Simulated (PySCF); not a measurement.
ClH₂MoNS₂, multiplicity 1. Atoms are numbered in the order given.

```xyz
7

Mo     0.1249    -0.0950    -0.1240
N      0.8092    -1.1160    -1.3036
H      1.5158    -1.7614    -1.6584
S      1.2996    -0.1466     1.6213
Cl    -0.0348     2.0223    -0.9367
S     -1.9047    -1.1266     0.2841
H     -2.1512    -0.4454     1.4297
```
Charge 0, spin multiplicity 1.

Geometry optimised at PBE0-D3(BJ)/def2-SVP. The spin state was assumed, not searched. The structure was generated by enumeration; whether it is a known compound was not checked. The def2 effective core potentials stand for the cores of Mo; spin–orbit coupling is left out. One conformer was computed; it need not be the lowest.

Calculation: PBE/def2-TZVP (PySCF).

Gas-phase values at a fixed geometry.

| Item | Value |
|---|---|
| total energy | -1380.43342 hartree |
| highest occupied level | -6.68 eV |
| lowest empty level | -3.82 eV |
| orbital gap | 2.86 eV |
| dipole moment | 1.43 D |
| quadrupole, principal values (traceless, Buckingham form, about the centre of nuclear charge) | -7.50, -5.13, 12.63 D·Å |
| mean static polarisability | 103.4 bohr³ (15.32 Å³) |
| polarisability, principal values | 89.8, 105.6, 114.8 bohr³ |
